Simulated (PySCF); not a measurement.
C9H7NS, SMILES c1ccc(-c2cncs2)cc1. Atoms are numbered in the order given.

```xyz
18

C     -3.4279     0.4203    -0.4829
C     -3.0067    -0.3253     0.6179
C     -1.6505    -0.5111     0.8639
C     -0.6843     0.0576     0.0181
C      0.7402    -0.1261     0.2979
C      1.3626    -0.3987     1.4969
N      2.7174    -0.5188     1.4632
C      3.1650    -0.3438     0.2584
S      1.9550    -0.0209    -0.9331
C     -1.1212     0.8053    -1.0864
C     -2.4786     0.9814    -1.3356
H     -4.4936     0.5603    -0.6774
H     -3.7426    -0.7778     1.2868
H     -1.3327    -1.1218     1.7114
H      0.8368    -0.4953     2.4484
H      4.2202    -0.3914    -0.0207
H     -0.3846     1.2660    -1.7499
H     -2.7967     1.5682    -2.2004
```

Coordinates come from a PBE0-D3(BJ)/def2-SVP optimisation. Other conformers were not sampled.

Method: PBE/pcSseg-1 in PySCF.

GIAO shieldings, no solvent; atoms listed in one row are averaged. δ = σ(ref) − σ: ¹³C against TMS (σ = 182.0 ppm); ¹⁵N against NH3 (σ = 267.0 ppm); ³³S against H2S (σ = 706.5 ppm); ¹H against TMS (σ = 31.49 ppm), references at their B3LYP-D3(BJ)/def2-TZVP geometries, non-relativistic.

Computed chemical shifts:
| nucleus | atoms | count | δ (ppm) |
|---|---|---|---|
| ¹³C | C8 | 1 | 151.9 |
| ¹³C | C5 | 1 | 149.7 |
| ¹³C | C6 | 1 | 141.9 |
| ¹³C | C4 | 1 | 136.6 |
| ¹³C | C2, C11 | 2 | 134.3 |
| ¹³C | C10 | 1 | 133.9 |
| ¹³C | C1 | 1 | 133.3 |
| ¹³C | C3 | 1 | 130.2 |
| ¹⁵N | N7 | 1 | 366.4 |
| ³³S | S9 | 1 | 496.3 |
| ¹H | H16 | 1 | 8.37 |
| ¹H | H15 | 1 | 8.31 |
| ¹H | H14 | 1 | 7.96 |
| ¹H | H17 | 1 | 7.79 |
| ¹H | H13, H18 | 2 | 7.68 |
| ¹H | H12 | 1 | 7.56 |
